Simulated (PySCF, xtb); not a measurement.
H₄MgSi, SMILES [MgH][SiH3].

xtb 6.7.1 with GFN2-xTB at its own geometry gives an orbital gap of 3.35 eV and a dipole moment of 1.67 D.

Coordinates come from a TPSSh-D3(BJ)/def2-TZVP optimisation.

Question: What does PBE0/def2-TZVPD in PySCF give? (The exact figures need the calculation; the answer reports its results.)

Answer: gap 5.75 eV (levels -6.81 and -1.06 eV), dipole 0.57 D.
